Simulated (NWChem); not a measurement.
System: SiH₂F₂; SMILES F[SiH2]F

The following NWChem deck was run.

```
start job
memory heap 200 mb stack 900 mb global 1100 mb
geometry units angstroms noautosym nocenter noautoz
  Si     0.000000     0.000000     0.432824
  F      1.315072     0.000000    -0.524469
  F     -1.315072     0.000000    -0.524469
  H      0.000000     1.257849     1.238243
  H      0.000000    -1.257849     1.238243
end
basis spherical
  Si library def2-svp
  F library def2-svp
  H library def2-svp
end
dft
  xc b3lyp
  iterations 150
  mulliken
end
task dft energy
esp
  recalculate
  probe 0.07
  range 0.3
  factor 1.0
  spacing 0.02
end
task esp
```

Structure relaxed at the PBE-D3(BJ)/def2-SVP level.

Atomic charges in e: unrestrained fits to the electrostatic potential beside Mulliken populations; buried atoms are poorly determined by the fit.

Atoms are numbered as in the input.

Question: Give the results of this calculation. (B3LYP/def2-SVP.) Quantities: ESP Si1; Mulliken Si1; ESP F2; Mulliken F2; ESP F3; Mulliken F3; relative RMS misfit of the potential (%).

Answer: 
- ESP Si1: 0.91
- Mulliken Si1: 0.91
- ESP F2: -0.31
- Mulliken F2: -0.34
- ESP F3: -0.31
- Mulliken F3: -0.34
- relative RMS misfit of the potential (%): 25
